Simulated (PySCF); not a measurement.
H$_{3}$Si, doublet, at a GFN2-xTB geometry; M062X/aug-cc-pVDZ run with PySCF.

Here is a job for PySCF.
```python
from pyscf import gto, scf, dft

mol = gto.Mole()
mol.atom = '''
    Si    0.002057    0.000655    0.056047
    H    -0.612160    1.275979   -0.254387
    H     1.398465   -0.120902   -0.311854
    H    -0.815104   -1.164248   -0.218419
'''
mol.basis = 'aug-cc-pvdz'
mol.charge = 0
mol.spin = 1
mol.verbose = 4
mol.build()

mf = dft.UKS(mol)
mf.xc = 'm062x'
mf.grids.radi_method = dft.radi.mura_knowles
mf.kernel()
```

It wrote (shortened):

```
PySCF version 2.14.0

[INPUT] verbose = 4
[INPUT] num. atoms = 4
[INPUT] num. electrons = 17
[INPUT] charge = 0
[INPUT] spin (= nelec alpha-beta = 2S) = 1
[INPUT] symmetry False subgroup None
[INPUT] Mole.unit = angstrom
[INPUT] Symbol           X                Y                Z      unit          X                Y                Z       unit  Magmom
[INPUT]  1 Si     0.002057000000   0.000655000000   0.056047000000 AA    0.003887166638   0.001237770612   0.105913480103 Bohr   0.0
[INPUT]  2 H     -0.612160000000   1.275979000000  -0.254387000000 AA   -1.156814744414   2.411250850696  -0.480721759650 Bohr   0.0
[INPUT]  3 H      1.398465000000  -0.120902000000  -0.311854000000 AA    2.642715844790  -0.228471667912  -0.589318650850 Bohr   0.0
[INPUT]  4 H     -0.815104000000  -1.164248000000  -0.218419000000 AA   -1.540323323037  -2.200109861073  -0.412752090401 Bohr   0.0

nuclear repulsion = 15.9849693129875
number of shells = 23
number of NR pGTOs = 83
number of NR cGTOs = 54
basis = aug-cc-pvdz
ecp = {}

******** <class 'pyscf.dft.uks.UKS'> ********
method = UKS
initial guess = minao
damping factor = 0
level_shift factor = 0
DIIS = <class 'pyscf.scf.diis.CDIIS'>
diis_start_cycle = 1
diis_space = 8
diis_damp = 0
SCF conv_tol = 1e-09
SCF conv_tol_grad = None
SCF max_cycles = 50
direct_scf = True
direct_scf_tol = 1e-13
number electrons alpha = 9  beta = 8
XC library pyscf.dft.libxc version 7.1.2
    S. Lehtola, C. Steigemann, M. J. T. Oliveira, and M. A. L. Marques,  SoftwareX 7, 1–5 (2018)
XC functionals = m062x
    Y. Zhao and D. G. Truhlar,  Theor. Chem. Acc. 120, 215 (2008)
    Y. Zhao and D. G. Truhlar,  Theor. Chem. Acc. 120, 215 (2008)
radial grids: Mura-Knowles [JCP 104, 9848 (1996); DOI:10.1063/1.471749] log3 quadrature radial grids
becke partition: Becke, JCP 88, 2547 (1988); DOI:10.1063/1.454033
pruning grids: <function nwchem_prune>
grids dens level: 3
symmetrized grids: False
atomic radii adjust function: <function treutler_atomic_radii_adjust>
small_rho_cutoff = 0
Set gradient conv threshold to 3.16228e-05
tot grids = 46144
init E= -291.00607216612

cycle= 1 E= -291.182024213031  delta_E= -0.176  |g|= 0.0742  |ddm|= 0.923
cycle= 2 E= -291.188096725184  delta_E= -0.00607  |g|= 0.0235  |ddm|= 0.277
cycle= 3 E= -291.188709536432  delta_E= -0.000613  |g|= 0.00775  |ddm|= 0.0575
cycle= 4 E= -291.188802360043  delta_E= -9.28e-05  |g|= 0.0017  |ddm|= 0.019
cycle= 5 E= -291.188808818454  delta_E= -6.46e-06  |g|= 0.000361  |ddm|= 0.00697
cycle= 6 E= -291.188809144961  delta_E= -3.27e-07  |g|= 7.56e-05  |ddm|= 0.0022
cycle= 7 E= -291.188809156286  delta_E= -1.13e-08  |g|= 1.55e-05  |ddm|= 0.000359
cycle= 8 E= -291.188809156776  delta_E= -4.9e-10  |g|= 4.03e-06  |ddm|= 5.28e-05
Extra cycle  E= -291.188809156813  delta_E= -3.72e-11  |g|= 1.86e-06  |ddm|= 1.6e-05
converged SCF energy = -291.188809156813  <S^2> = 0.75323785  2S+1 = 2.0032352
```
